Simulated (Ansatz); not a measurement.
Ansatz (an electronic-structure program) input (PBE/6-31G*):

Ansatz 0.2 input:
```yaml
crystal:
  periodic: [false, false, false]
  atoms:
    - {symbol: O, position_ang: [-0.07521400, -0.05299000, -0.00809000]}
    - {symbol: B, position_ang: [-1.19026900, -0.82928500, -0.07769100]}
    - {symbol: H, position_ang: [-1.64039300, -0.92466300, 1.07404900]}
    - {symbol: B, position_ang: [1.02759800, 0.68983500, -0.07425800]}
    - {symbol: H, position_ang: [0.94227000, 1.87802400, -0.28278900]}
    - {symbol: H, position_ang: [2.11318500, 0.16781000, 0.03320300]}
basis:
  gaussian:
    orbitals: 6-31G*
hamiltonian:
  xc: {name: PBE}
total_charge: -1
relax: {f_tol: 0.003, max_steps: 120}
```

Output:

```
Functional definition: PBE
integrals: 0.01 GiB planned
553 factors; their error is unknown
mean field: 0.09 GiB planned
mean field evaluation 1: about -3439.5144 eV, gradient 3.7e1 eV
mean field evaluation 2: about -3413.6785 eV, gradient 9.1e1 eV
mean field evaluation 4: about -3441.8474 eV, gradient 1.6e1 eV
mean field evaluation 8: about -3442.8737 eV, gradient 7.2e-2 eV
mean field evaluation 16: about -3442.8337 eV, gradient 6.4e-5 eV
mean field -3442.83374932 eV, -126.5218066508 hartree, gradient 6.4e-5 eV, S^2 0.000000; 0 other end points of the search recorded, 0 dependent functions left out
the calculation of the forces begins
reference -3442.83377652 eV, -126.5218076507 hartree; 11, 11 occupied and 40, 40 virtual orbitals, 553 factors
relax step   1: F+E_penalty+E_count = -3442.83374932 eV  Δ(F+E_penalty+E_count) = +0.000e0 eV  max|allowed force component| = 7.139e-1 eV/Å  Δτ_max = 0.0000 Å  (28 SCF iters, accepted)
these checks for a lower state are left out or cut short: starts, cluster_reference, orbital_swaps, neighbouring_geometries, increment
integrals: 0.01 GiB planned
553 factors; their error is unknown
mean field: 0.09 GiB planned
mean field -3442.85683981 eV, -126.5226552107 hartree, gradient 1.6e-5 eV, S^2 0.000000; 0 other end points of the search recorded, 0 dependent functions left out
the calculation of the forces begins
reference -3442.85686712 eV, -126.5226562146 hartree; 11, 11 occupied and 40, 40 virtual orbitals, 553 factors
relax step   2: F+E_penalty+E_count = -3442.85683981 eV  Δ(F+E_penalty+E_count) = -2.309e-2 eV  max|allowed force component| = 3.019e-1 eV/Å  Δτ_max = 0.0163 Å  (31 SCF iters, accepted)
these checks for a lower state are left out or cut short: starts, cluster_reference, orbital_swaps, neighbouring_geometries, increment
integrals: 0.01 GiB planned
553 factors; their error is unknown
mean field: 0.09 GiB planned
mean field evaluation 32: about -3442.8608 eV, gradient 1.3e-5 eV
mean field -3442.86084386 eV, -126.5228023570 hartree, gradient 1.3e-5 eV, S^2 0.000000; 0 other end points of the search recorded, 0 dependent functions left out
the calculation of the forces begins
reference -3442.86087119 eV, -126.5228033614 hartree; 11, 11 occupied and 40, 40 virtual orbitals, 553 factors
relax step   3: F+E_penalty+E_count = -3442.86084386 eV  Δ(F+E_penalty+E_count) = -4.004e-3 eV  max|allowed force component| = 5.298e-2 eV/Å  Δτ_max = 0.0145 Å  (31 SCF iters, accepted)
these checks for a lower state are left out or cut short: starts, cluster_reference, orbital_swaps, neighbouring_geometries, increment
integrals: 0.01 GiB planned
553 factors; their error is unknown
mean field: 0.09 GiB planned
mean field -3442.86115065 eV, -126.5228136313 hartree, gradient 1.4e-5 eV, S^2 0.000000; 0 other end points of the search recorded, 0 dependent functions left out
the calculation of the forces begins
reference -3442.86117798 eV, -126.5228146357 hartree; 11, 11 occupied and 40, 40 virtual orbitals, 553 factors
relax step   4: F+E_penalty+E_count = -3442.86115065 eV  Δ(F+E_penalty+E_count) = -3.068e-4 eV  max|allowed force component| = 3.259e-2 eV/Å  Δτ_max = 0.0066 Å  (31 SCF iters, accepted)
these checks for a lower state are left out or cut short: starts, cluster_reference, orbital_swaps, neighbouring_geometries, increment
integrals: 0.01 GiB planned
553 factors; their error is unknown
mean field: 0.09 GiB planned
mean field -3442.86129219 eV, -126.5228188326 hartree, gradient 1.5e-5 eV, S^2 0.000000; 0 other end points of the search recorded, 0 dependent functions left out
the calculation of the forces begins
reference -3442.86131947 eV, -126.5228198352 hartree; 11, 11 occupied and 40, 40 virtual orbitals, 553 factors
relax step   5: F+E_penalty+E_count = -3442.86129219 eV  Δ(F+E_penalty+E_count) = -1.415e-4 eV  max|allowed force component| = 2.790e-2 eV/Å  Δτ_max = 0.0073 Å  (31 SCF iters, accepted)
these checks for a lower state are left out or cut short: starts, cluster_reference, orbital_swaps, neighbouring_geometries, increment
integrals: 0.01 GiB planned
553 factors; their error is unknown
mean field: 0.09 GiB planned
mean field -3442.86130661 eV, -126.5228193625 hartree, gradient 1.5e-5 eV, S^2 0.000000; 0 other end points of the search recorded, 0 dependent functions left out
the calculation of the forces begins
reference -3442.86133389 eV, -126.5228203653 hartree; 11, 11 occupied and 40, 40 virtual orbitals, 553 factors
relax step   6: F+E_penalty+E_count = -3442.86130661 eV  Δ(F+E_penalty+E_count) = -1.442e-5 eV  max|allowed force component| = 2.468e-3 eV/Å  Δτ_max = 0.0006 Å  (22 SCF iters, accepted)
integrals: 0.01 GiB planned
553 factors; their error is unknown
mean field: 0.09 GiB planned
mean field evaluation 64: about -3442.8682 eV, gradient 2.5e0 eV
mean field -3442.86130661 eV, -126.5228193625 hartree, gradient 1.5e-5 eV, S^2 0.000000; 1 other end points of the search recorded, 0 dependent functions left out
the calculation of the forces begins
reference -3442.86133389 eV, -126.5228203653 hartree; 11, 11 occupied and 40, 40 virtual orbitals, 553 factors
Total energy: -3442.86133389 eV, -126.5228203653 hartree
Atom 0 at    -0.082226    -0.055721     0.003115 Å, force     0.002468     0.001755     0.000352 eV/Å
Atom 1 at    -1.200242    -0.838663    -0.091492 Å, force    -0.001701    -0.001193    -0.000153 eV/Å
Atom 2 at    -1.659120    -0.935130     1.086792 Å, force     0.000261     0.000144    -0.000189 eV/Å
Atom 3 at     1.041268     0.699937    -0.070239 Å, force    -0.000669    -0.000491    -0.000182 eV/Å
Atom 4 at     0.942589     1.899892    -0.292760 Å, force    -0.000172    -0.000118     0.000087 eV/Å
Atom 5 at     2.134908     0.158415     0.029008 Å, force    -0.000187    -0.000097     0.000083 eV/Å
Dipole moment:     0.344710     0.274226     0.206836 e Å
```

The dipole moment of an ion depends on the origin.

The geometry given is a B3LYP-D3(BJ)/def2-TZVP minimum.
